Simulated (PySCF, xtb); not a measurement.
C4H4S, SMILES c1cscc1.

Geometry: PBE0-D3(BJ)/def2-SVP.

The numbers are results of IEF-PCM-PBE0/def2-SVP in PySCF, not measurements.

The values are the electrostatic part of the solvation free energy, E(continuum) − E(gas) at the gas-phase geometry, in a cavity of scaled van der Waals radii (PySCF's table); cavitation and dispersion terms are not included. In vacuum the orbital gap is 6.58 eV. The dipole moment in vacuum is 0.46 D.

```json
[
 {"solvent": "water", "ε": "78.36", "ΔG(elec) (kcal/mol)": "-2.8", "dipole (D)": "0.61", "gap (eV)": "6.59"},
 {"solvent": "ethylethanoate", "ε": "5.99", "ΔG(elec) (kcal/mol)": "-2.1", "dipole (D)": "0.57", "gap (eV)": "6.58"},
 {"solvent": "chlorobenzene", "ε": "5.70", "ΔG(elec) (kcal/mol)": "-2.1", "dipole (D)": "0.57", "gap (eV)": "6.58"}
]
```

For comparison, GFN2-xTB/ALPB(water) (xtb, at the GFN2-xTB geometry, all terms of that model) gives 0.9 kcal/mol.
